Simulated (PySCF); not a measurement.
methanol (CH₄O), singlet, geometry from GFN2-xTB. Base run: BLYP/6-31G (PySCF).

PySCF was given this input:
```python
from pyscf import gto, scf, dft

mol = gto.M(
    atom='''
C    -0.057749    0.657503    0.006238
O    -0.034981   -0.748578   -0.007589
H    -1.106104    0.950101    0.004072
H     0.880174   -1.047950   -0.006134
H     0.421826    1.061888    0.904334
H     0.430444    1.079565   -0.878988
''',
    basis='6-31g',
    charge=0,
    spin=0,
    verbose=4,
)

mf = dft.RKS(mol)
mf.xc = 'blyp'
mf.kernel()
```

Each row names what was changed in the base input (with any setting that the change needs).

```tsv
change	ΔE vs base (µEh)	grid points	electrons on the grid
base	0.0	67432	18.00001
grids.atom_grid = (99, 590)	2.4	195352	18.00000
grids.level = 2	0.0	43904	18.00002
grids.prune = off	0.0	105704	18.00002
grids.atom_grid = (30, 110)	41.1	14784	17.99981
grids.radi_method = mura_knowles	0.1	64840	18.00001
grids.atom_grid = (75, 302)	0.0	87552	18.00001
grids.prune = dft.gen_grid.treutler_prune	-1.2	57752	18.00002
grids.radi_method = gauss_chebyshev	0.0	66176	18.00002
grids.level = 7	2.4	373896	18.00000
grids.becke_scheme = stratmann	1.5	67432	18.00001
```
